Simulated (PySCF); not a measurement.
# C7H15P: core ionisation energies

C7H15P.
Numbering: `[CH2:1]=[CH:2][P:3]([CH3:4])([CH3:5])([CH3:6])[CH:7]=[CH2:8]`

The calculation used PySCF, delta-SCF UKS SCAN, pcX-2 on the ionised atom, pcseg-1 elsewhere, spin-free X2C. Each binding energy is the total energy of the core-ionised species, with the hole localised on one atom, minus that of the ground state; both are solved self-consistently, so orbital relaxation is included.

Question: Give the core binding energies atom by atom.

Answer: 
```csv
atom(s),environment,level,binding energy (eV),2p1/2 (eV),above the level's lowest (eV),count
P3,phosphorus bonded to 5 C,P 2p3/2,136.94,137.83,0.00,1
C6,sp3 carbon bound to phosphorus,C 1s,288.78,–,0.00,1
C4,sp3 carbon bound to phosphorus,C 1s,288.99,–,+0.21,1
C2/C7,alkene CH carbon,C 1s,290.04,–,+1.26,2
C5,sp3 carbon bound to phosphorus,C 1s,290.07,–,+1.29,1
C1/C8,terminal =CH2 carbon,C 1s,290.16,–,+1.38,2
P3,phosphorus bonded to 5 C,P 1s,2151.01,–,0.00,1
```

Lowest listed C 1s: C6, bonded to 3 H and P. Highest, 1.38 eV above it: C1/C8, bonded to C (double bond) and 2 H. Summing the Pauling electronegativity differences to the bonded atoms, each weighted by its formal bond order, gives -1.41 for the lowest site and -0.70 for the highest; no listed site has a larger sum than the highest. The values 290.04 and 290.07 eV lie too close for their order to be trusted.

Question: Which photon wavelength matches the C 1s of C1/C8 threshold?

Answer: λ = hc/E = 12398.42 eV Å / 290.16 eV = 42.730 Å.

Atoms equivalent by their bonding share one computed value, that of the first of them. Spin–orbit and ligand-field terms were added within each 2p shell after the spin-free SCF. 2p1/2 minus 2p3/2 (ligand field included): P 0.89 eV. Isolated species at its PBE0-D3(BJ)/def2-SVP geometry, gas phase.

Conformer computed: `[CH2:1]=[CH:2][P:3]([CH3:4])([CH3:5])([CH3:6])[CH:7]=[CH2:8]`: C1–C2–P3–C4 59°, C2–P3–C7–C8 -153°.
